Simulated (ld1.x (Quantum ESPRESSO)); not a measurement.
# Before and after: TM potential for nitrogen

ld1.x (Quantum ESPRESSO) 7.5 input, shortened:

```
&input
   title='N', zed=7., rel=1, dft='REVPBE', iswitch=3,
   config='[He] 2s2 2p2 3d-2'
 /
 &inputp
   pseudotype=2, tm=.true., lloc=-2, rcloc=1.35,
   nlcc=.true., rcore=0.70
 /
3
2S  1  0   2.00   0.00  1.10  1.10  0.0
2P  2  1   2.00   0.00  1.50  1.50  0.0
3D  3  2  -2.00  -0.10  1.55  1.55  0.0
 &test
   configts(1)='2s2 2p2'
 /
```

All-electron outer shells of the reference configuration (revPBE, scalar-relativistic, ld1.x):

| shell | level (eV) | outermost node (bohr) | outermost maximum (bohr) |
| --- | --- | --- | --- |
| 2s | -32.51 | 0.32 | 0.99 |
| 2p | -20.63 | – | 0.92 |

Change: all radii but the core radius scaled by about 1.35 (s 1.48, p 2.02, d 2.10 bohr); local potential all-electron potential smoothed inside 1.82 bohr (lloc = -2).

Cutoffs: the cutoffs (Ry, on a coarse ladder) from which the occupation-weighted sum of valence levels, in a spherical-Bessel basis at the reference potential, stays within 10 and 1 mRy of its value at 400 Ry; they do not see the model core or the augmentation charge, which bear on the density cutoff. Errors are all-electron minus pseudo energies relative to the spin-unpolarised reference configuration.

Problem. How do hardness, ghosts and transferability respond?

Solution. The potential gets softer (55 Ry and 110 Ry → 35 Ry and 60 Ry); of the 7 tests that both files solve, the error grows in 6 and shrinks in 1 by more than 15 % and 0.3 meV (median size 15.7 → 36.6 meV); neither file shows a bound ghost. A larger radius leaves more room for a smooth pseudo-wave, so fewer plane waves are needed.

```csv
quantity,base,changed
"cutoff, loose",55 Ry,35 Ry
"cutoff, tight",110 Ry,60 Ry
loose cutoff by channel (10 mRy a level),"s 40 Ry, p 45 Ry","s 25 Ry, p 30 Ry"
bound ghosts,none,none
"error for 2s2 2p3, meV [ΔE -13.54 eV]",+1.6,+32
"error for 2s2 2p1, meV [ΔE 28.79 eV]",+32,+173
"error for 2s2 2p0, meV [ΔE 75.76 eV]",+297,+1189
"error for 2s2 2p2.5, meV [ΔE -8.47 eV]",+1.5,+14
"error for 2s1 2p3, meV [ΔE 11.88 eV]",+16,+3.6
"error for 2s2 2p3.3, meV [ΔE -15.14 eV]",+0.1,+37
"error for 2s1 2p4, meV [ΔE -1.94 eV]",+45,+134
```
